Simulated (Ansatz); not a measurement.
Ansatz results at the PBE0-D4/def2-TZVP geometry: LUMO energy (PBE/def2-TZVPP) -2.68 eV; HOMO energy (ωB97M-V/def2-TZVPP) -9.56 eV; HOMO–LUMO gap (B3LYP/def2-TZVPP) 5.18 eV.

Each molecule was computed in one conformer, which needn't be the lowest.

Q: Which molecule gave them?
A. `CB[SiH2]BC`
B. `F[CH2][AlH][GeH3]`
C. `O[SiH](F)[SiH2]I`
D. `FC1C[SiH2][SiH2]1`

A: B. The others give `FC1C[SiH2][SiH2]1`: -0.98, -9.72, 7.13; `O[SiH](F)[SiH2]I`: -2.22, -9.81, 5.95; `CB[SiH2]BC`: -3.16, -9.37, 4.67.

B3LYP here is the variant with VWN-RPA as its local correlation; programs differ in this.
